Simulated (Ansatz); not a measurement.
`B/N=C(/F)S` + H₂Se → `B[SeH]` + `N=C(F)S` at 500 K and 1 bar (ligand exchange at a B–N bond).

Calculated with Ansatz (gas phase, PBE0-D4/def2-TZVP geometries, no zero-point term in ΔE). CCSD(T)/CBS adds triple-zeta CCSD(T) − MP2 to the extrapolated MP2 energy (def2 sets, frozen cores). For Se outer-core shells are correlated without core-valence functions, which leaves a few kJ/mol of doubt a bond. Scalar relativity is left out up to krypton. One conformer a species, not always the lowest.

| species | CCSD(T)/CBS energy (Eh) | H − E (kJ/mol) | S (J/(mol·K)) |
| --- | --- | --- | --- |
| `B/N=C(/F)S` | -616.91068 | 155.6 | 381.0 |
| H₂Se | -2401.89790 | 53.1 | 237.8 |
| `B[SeH]` | -2427.30556 | 99.1 | 288.4 |
| `N=C(F)S` | -591.49692 | 116.7 | 326.3 |

H − E and S are ideal-gas, rigid-rotor, harmonic terms from PBE0-D4/def2-TZVP, for one conformer and one mirror image of each species. 1 Eh = 2625.50 kJ/mol, R = 8.31446 J/(mol·K).

Task: By hand: ΔE, ΔH, ΔS and ΔG.

Result: ΔE = (-2427.30556) + (-591.49692) − (-616.91068) − (-2401.89790) = 0.00610 Eh = 16.0 kJ/mol. Δ(H − E) = 99.1 + 116.7 − 155.6 − 53.1 = 7.1, so ΔH = 23.1 kJ/mol. ΔS = 288.4 + 326.3 − 381.0 − 237.8 = -4.1 J/(mol·K). ΔG = 23.1 − 500 × (-4.1)/1000 = 25.2 kJ/mol.

Task: By hand: the equilibrium constant, and the temperature at which ΔG would vanish if ΔH and ΔS stayed fixed.

Result: log₁₀ K = −ΔG/(RT ln 10) = -2.6. ΔH and −TΔS have one sign here, so there is no such temperature. One of them is within its doubt of zero, so this could turn.

The number of gas molecules stays the same, so ΔS is small and ΔH decides. A doubt of 5 kJ/mol in ΔE shifts log₁₀ K by 0.5 here. Other conformers and mirror images would add mixing entropy, several J/(mol·K) or more a flexible species. These are equilibria of isolated gas molecules and say nothing of rates. Largest T1 diagnostic: 0.015 (customary marks: 0.02 for closed shells, 0.045 for open ones).
